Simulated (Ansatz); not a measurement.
Reaction (redistribution): `[SiH3][SiH2][SnH3]` + `[BH2][SnH2][OH]` → `[OH][SnH3]` + `[BH2][SnH2][SiH2][SiH3]`

Computed with Ansatz on PBE0-D4/def2-TZVP structures; ΔE is electronic, products minus reactants. CCSD(T)/CBS adds triple-zeta CCSD(T) − MP2 to the extrapolated MP2 energy (def2 sets, frozen cores). DFT in def2-TZVPP. Elements past krypton have def2 core potentials. For Sn outer-core shells are correlated without core-valence functions, which leaves a few kJ/mol of doubt a bond. One conformer a species, not always the lowest.

| level | ΔE (kcal/mol) |
| --- | --- |
| LDA (SPW92) | -1.2 |
| r2SCANh-D4 | -1.1 |
| ωB97M-V | -0.8 |
| MP2/def2-TZVPP | -1.5 |

What does CCSD(T)/CBS give? (Best estimate.)

Computed: -1.1 kcal/mol. The listed levels differ from it by -0.1, 0.0, 0.3, -0.4 kcal/mol.

Largest T1 diagnostic among the species: 0.014.

Leaving LDA and LC-ωPBE aside and taking each functional with its dispersion term where it has one, the values, not all of them listed here, spread over 0.6 kcal/mol, from revPBE-D4 to CAM-B3LYP-D4. In def2-TZVPP, CCSD(T) changes the Hartree–Fock value by −1.0 kcal/mol (the triples alone add −0.3 kcal/mol) and MP2 by −1.5 kcal/mol.
